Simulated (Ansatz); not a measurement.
`ClB(Cl)B(Cl)Cl` + H–F → `FB(Cl)Cl` + `ClBCl` at 400 K and 1 bar (cleavage of the B–B bond).

Isolated molecules relaxed with PBE0-D4/def2-TZVP in Ansatz; ΔE leaves out vibrations. CCSD(T)/CBS is the MP2 limit (def2-TZVPP, def2-QZVPP) plus CCSD(T) − MP2 in def2-TZVPP, frozen cores. This one scheme is used for every species. One conformer a species, not always the lowest.

```
         species  CCSD(T)/CBS energy (Eh)  H − E (kJ/mol)  S (J/(mol·K))
`ClB(Cl)B(Cl)Cl`              -1888.85539            66.9          400.7
             H–F               -100.39570            36.5          182.2
      `FB(Cl)Cl`              -1044.28221            43.9          305.5
         `ClBCl`               -945.02167            56.2          283.5
```

H − E and S are ideal-gas, rigid-rotor, harmonic terms from PBE0-D4/def2-TZVP, for one conformer and one mirror image of each species. 1 Eh = 2625.50 kJ/mol, R = 8.31446 J/(mol·K).

**Question.** By hand: ΔE, ΔH, ΔS and ΔG.

**Answer.** ΔE = (-1044.28221) + (-945.02167) − (-1888.85539) − (-100.39570) = -0.05279 Eh = -138.6 kJ/mol. Δ(H − E) = 43.9 + 56.2 − 66.9 − 36.5 = -3.3, so ΔH = -141.9 kJ/mol. ΔS = 305.5 + 283.5 − 400.7 − 182.2 = 6.1 J/(mol·K). ΔG = -141.9 − 400 × (6.1)/1000 = -144.3 kJ/mol.

**Question.** By hand: the equilibrium constant, and the temperature at which ΔG would vanish if ΔH and ΔS stayed fixed.

**Answer.** log₁₀ K = −ΔG/(RT ln 10) = 18.8. ΔH and −TΔS have one sign here, so there is no such temperature.

The number of gas molecules stays the same, so ΔS is small and ΔH decides. A doubt of 5 kJ/mol in ΔE shifts log₁₀ K by 0.7 here. Other conformers and mirror images would add mixing entropy, several J/(mol·K) or more a flexible species. Modes under 60 cm⁻¹, often nearly free rotors, make the harmonic entropy too high. These are equilibria of isolated gas molecules and say nothing of rates. Largest T1 diagnostic: 0.013 (customary marks: 0.02 for closed shells, 0.045 for open ones).

ΔS is within the doubt of such terms, so its sign, and with it that verdict, could turn.
